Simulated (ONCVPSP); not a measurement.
## Al: excitation energies, all-electron against ONCV

- Element: Al (Z = 13)
- Generator: ONCVPSP 4.0.1
- Type: optimised norm-conserving Vanderbilt (ONCV)
- Functional: PBE
- Relativity: scalar-relativistic
- Frozen core: [Ne]
- Valence charge: 3
- Reference configuration: 3s1.5 3p1.5
- Partial waves: 3s: rc 1.90 bohr, ncon 4, nbas 7, qcut 3 1/bohr, 2 projectors, debl 2.1 Ha; 3p: rc 2.60 bohr, ncon 4, nbas 7, qcut 2.7 1/bohr, 2 projectors, debl 0.4 Ha; d scattering state at 0.04 Ha: rc 2.00 bohr, ncon 3, nbas 6, qcut 4.8 1/bohr, 2 projectors, debl 0.6 Ha
- Local potential: polynomial inside 1.85 bohr (lpopt 5, dvloc0 0 Ha)
- Core correction: Teter function fitted to the true core (icmod 2), fcfact 0.35

Energies are relative to the spin-unpolarised reference configuration 3s1.5 3p1.5; without spin polarisation the order of configurations can differ from experiment.

Task: Give the all-electron excitation energy and the error of the potential for: 3s2 3p1; 3s2 3p0; 3s1 3p0; 3s2 3p0.5.

Result:

```json
{"valence configuration": "3s2 3p1", "charge": "0", "ΔE all-electron (eV)": "-2.546", "error AE − PS (meV)": "+0.8"}
{"valence configuration": "3s2 3p0", "charge": "+1", "ΔE all-electron (eV)": "3.215", "error AE − PS (meV)": "-0.7"}
{"valence configuration": "3s1 3p0", "charge": "+2", "ΔE all-electron (eV)": "22.441", "error AE − PS (meV)": "+27"}
{"valence configuration": "3s2 3p0.5", "charge": "+0.5", "ΔE all-electron (eV)": "-0.460", "error AE − PS (meV)": "+0.1"}
```

Levels in the configuration 3s2 3p0:

```csv
level,all-electron (eV),pseudo (eV)
3s,-14.811,-14.810
```
